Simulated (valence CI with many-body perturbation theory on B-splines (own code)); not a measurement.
**I¹⁴⁺ in three bases**

Calculated by valence CI with perturbative core correlation (CI+MBPT): three valence electrons over a frozen Dirac-Fock core [Kr], radial functions for each j: 7 s, 7 p, 8 d, 6 f, 4 g, 1 h, with the one-electron correlation potential Σ1 (screened to all orders), the two-electron term Σ2, the three-electron term Σ3, Breit, model QED; selected single and double excitations, second order for the rest, scaled by the run's own slope (own B-spline code, finite nucleus).

No measured levels were compared; by estimate terms of the open shell hold to 2 to 4 % of their energy, and close levels can change places. Only levels of the ground parity were solved; by the run's estimate the other parity begins above the list, which can be wrong where configurations are misplaced.

The reference run has the lowest level 4d3 4F_3/2 and an ionisation energy of 336.343 eV. Its largest variational space holds 5628 state functions.

Names give the largest LS component (configuration and term), which can be under half, so a name can repeat, a term be missing and a line seem to break the LS rules; names also repeat where a configuration has a term twice. Letters in brackets count levels of one name in rising energy.

Changed runs:
A. basis 6 s, 6 p, 5 d, 5 f, 1 g
B. basis 5 s, 5 p, 4 d, 4 f

Excitation energies of the reference run in cm⁻¹, and shifts in cm⁻¹:

| Level | Reference | A | B |
| --- | --- | --- | --- |
| 4d3 4F_5/2 | 9767 | -36 | -96 |
| 4d3 4F_7/2 | 18219 | -25 | -39 |
| 4d3 4F_9/2 | 24361 | +29 | +162 |
| 4d3 4P_3/2 | 27072 | +99 | +558 |
| 4d3 4P_1/2 | 30583 | +45 | +434 |
| 4d3 2G_7/2 | 39872 | +166 | +659 |
| 4d3 2H_9/2 | 41160 | +107 | +616 |
| 4d3 4P_5/2 | 43032 | +10 | +287 |
| 4d3 2D_3/2 [a] | 49301 | +153 | +602 |
| 4d3 2P_1/2 | 52559 | +185 | +946 |
| 4d3 2H_11/2 | 55728 | +153 | +913 |
| 4d3 2D_5/2 [a] | 60943 | +239 | +835 |
| Ionisation energy (eV) | 336.343 | -0.026 | -0.057 |
